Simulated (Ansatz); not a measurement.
C$_{3}$H$_{11}$SbSi (`C[CH2][Sb]([CH3])[SiH3]`): the same geometry under several functionals.

```yaml
crystal:
  periodic: [false, false, false]
  atoms:
    - {symbol: C, position_ang: [0.651538, 1.162002, -1.966936]}
    - {symbol: C, position_ang: [0.723521, -0.131117, -1.175543]}
    - {symbol: Sb, position_ang: [-1.171289, -0.660080, -0.241599]}
    - {symbol: C, position_ang: [-0.330417, -2.193445, 1.037148]}
    - {symbol: Si, position_ang: [-0.953469, 1.153706, 1.565273]}
    - {symbol: H, position_ang: [1.604712, 1.380975, -2.457596]}
    - {symbol: H, position_ang: [0.412424, 2.015258, -1.326446]}
    - {symbol: H, position_ang: [-0.113622, 1.116364, -2.746465]}
    - {symbol: H, position_ang: [1.476565, -0.078236, -0.386300]}
    - {symbol: H, position_ang: [0.982723, -0.973559, -1.821879]}
    - {symbol: H, position_ang: [-1.050741, -2.456867, 1.811642]}
    - {symbol: H, position_ang: [-0.124953, -3.077084, 0.432324]}
    - {symbol: H, position_ang: [0.592914, -1.846029, 1.500467]}
    - {symbol: H, position_ang: [0.437109, 1.186390, 2.104346]}
    - {symbol: H, position_ang: [-1.886009, 0.876111, 2.692475]}
    - {symbol: H, position_ang: [-1.273907, 2.503009, 1.023388]}
basis:
  gaussian: {orbitals: def2-TZVPP}
hamiltonian: {xc: {name: wB97M-V}}
output: {forces: true, orbitals: {seedname: orbitals}}
```

```sh
$ ansatz run in.yaml --threads 4 --pin off --events-out ev --progress --plain --max-ram 11315MiB
```

Shortened log:

```
Functional definition: wB97M-V
1901 factors; their error is unknown
480 factors; integrals over basis functions are off by at most 1.1e-5 eV
mean field evaluation 1: about -17696.4147 eV, gradient 5.5e1 eV
mean field evaluation 2: about -17698.0858 eV, gradient 4.7e1 eV
mean field evaluation 4: about -17703.3048 eV, gradient 2.0e0 eV
mean field evaluation 8: about -17703.3288 eV, gradient 1.7e-1 eV
mean field evaluation 16: about -17703.4001 eV, gradient 7.8e-4 eV
mean field -17703.40011925 eV, -650.5879545867 hartree, gradient 6.9e-5 eV, S^2 0.000000; 0 other end points of the search recorded, 0 dependent functions left out
reference -17703.40018279 eV, -650.5879569219 hartree; 33, 33 occupied and 306, 306 virtual orbitals, 1901 factors
Total energy: -17703.40018279 eV, -650.5879569219 hartree
Atom 0 at     0.651538     1.162002    -1.966936 Å, force     0.020091     0.195819    -0.138162 eV/Å
Atom 1 at     0.723521    -0.131117    -1.175543 Å, force    -0.058681    -0.252243     0.162517 eV/Å
Atom 2 at    -1.171289    -0.660080    -0.241599 Å, force     0.136775     0.074158     0.092062 eV/Å
Atom 3 at    -0.330417    -2.193445     1.037148 Å, force    -0.023182     0.035634    -0.042713 eV/Å
Atom 4 at    -0.953469     1.153706     1.565273 Å, force    -0.000928     0.037861     0.029604 eV/Å
Atom 5 at     1.604712     1.380975    -2.457596 Å, force    -0.083060    -0.008717     0.038881 eV/Å
Atom 6 at     0.412424     2.015258    -1.326446 Å, force     0.011708    -0.054451    -0.034568 eV/Å
Atom 7 at    -0.113622     1.116364    -2.746465 Å, force     0.050114     0.000575     0.058129 eV/Å
Atom 8 at     1.476565    -0.078236    -0.386300 Å, force    -0.040371    -0.001005    -0.063162 eV/Å
Atom 9 at     0.982723    -0.973559    -1.821879 Å, force     0.002487     0.074346     0.044618 eV/Å
Atom 10 at    -1.050741    -2.456867     1.811642 Å, force     0.063132     0.006199    -0.049215 eV/Å
Atom 11 at    -0.124953    -3.077084     0.432324 Å, force    -0.007382     0.058652     0.064255 eV/Å
Atom 12 at     0.592914    -1.846029     1.500467 Å, force    -0.061624    -0.031721    -0.027874 eV/Å
Atom 13 at     0.437109     1.186390     2.104346 Å, force    -0.149063    -0.015117    -0.068825 eV/Å
Atom 14 at    -1.886009     0.876111     2.692475 Å, force     0.104108     0.028379    -0.125297 eV/Å
Atom 15 at    -1.273907     2.503009     1.023388 Å, force     0.035876    -0.148370     0.059747 eV/Å
Dipole moment:     0.155753    -0.115329    -0.081165 e Å
```

Run time 31 s (4 threads of an Arm Neoverse V1 on a shared host); peak host memory 1.7 GiB.

With the line `hamiltonian: {xc: pbe, dispersion: d4}` (abridged; 8 s):

```
Functional definition: PBE
mean field evaluation 16: about -17698.2741 eV, gradient 3.6e-4 eV
mean field -17698.27408602 eV, -650.3995763400 hartree, gradient 7.3e-6 eV, S^2 0.000000
Total energy: -17698.68517871 eV, -650.4146837177 hartree
Atom 0 force    -0.003283    -0.006823     0.008695 eV/Å
Atom 1 force     0.097222     0.044680    -0.034797 eV/Å
Atom 2 force    -0.420950    -0.006187    -0.180010 eV/Å
Atom 3 force     0.043705    -0.056230     0.065598 eV/Å
Atom 4 force     0.013446    -0.015730    -0.015027 eV/Å
Atom 5 force     0.185775     0.051424    -0.104417 eV/Å
Atom 6 force    -0.047142     0.171651     0.116761 eV/Å
Atom 7 force    -0.148009     0.004806    -0.157386 eV/Å
Atom 8 force     0.142322    -0.001607     0.160738 eV/Å
Atom 9 force     0.042925    -0.176452    -0.114652 eV/Å
Atom 10 force    -0.133974    -0.047801     0.144685 eV/Å
Atom 11 force     0.037552    -0.164805    -0.119034 eV/Å
Atom 12 force     0.175956     0.065161     0.089673 eV/Å
Atom 13 force     0.141530     0.014518     0.066982 eV/Å
Atom 14 force    -0.094029    -0.019004     0.118525 eV/Å
Atom 15 force    -0.033044     0.142397    -0.046334 eV/Å
Dipole moment:     0.164950    -0.131163    -0.097620 e Å
```

With the line `hamiltonian: {xc: pbe0, dispersion: d4}` and no forces (abridged; 11 s):

```
Functional definition: PBE0
mean field evaluation 16: about -17700.1325 eV, gradient 1.4e-4 eV
mean field -17700.13254756 eV, -650.4678735420 hartree, gradient 4.1e-5 eV, S^2 0.000000
Total energy: -17700.48619138 eV, -650.4808697127 hartree
```

The same input with `hamiltonian: {xc: hse06, dispersion: d4}` and no forces (abridged; 9 s):

```
Functional definition: HSE06
mean field evaluation 16: about -17699.6794 eV, gradient 2.1e-4 eV
mean field -17699.67940884 eV, -650.4512210013 hartree, gradient 4.3e-5 eV, S^2 0.000000
Total energy: -17700.01266112 eV, -650.4634677968 hartree
```

Changing it to `hamiltonian: {xc: {name: PBE-QIDH}}` and no forces (abridged; 17 s):

```
Functional definition: PBE-QIDH
mean field evaluation 16: about -17681.5654 eV, gradient 2.7e-4 eV
mean field -17681.56539442 eV, -649.7855432495 hartree, gradient 2.0e-6 eV, S^2 0.000000
12 core orbitals not correlated: weight in the atoms' cores, before any rotation towards them, 1.000 or more for the frozen orbitals, at most 0.000 for the correlated occupied ones
second order -31.40219996 eV of doubles, -0.00000000 eV of singles
Total energy: -17692.03281084 eV, -650.1702137077 hartree
```

Changing it to `hamiltonian: {xc: {name: r2SCAN0}, dispersion: d4}` and no forces (abridged; 13 s):

```
Functional definition: r2SCAN0
mean field evaluation 16: about -17705.9860 eV, gradient 4.1e-4 eV
mean field -17705.98603835 eV, -650.6829853611 hartree, gradient 9.7e-6 eV, S^2 0.000000
Total energy: -17706.11018325 eV, -650.6875476019 hartree
```

HSE06 is the plane-wave form, built on full-range PBE exchange.
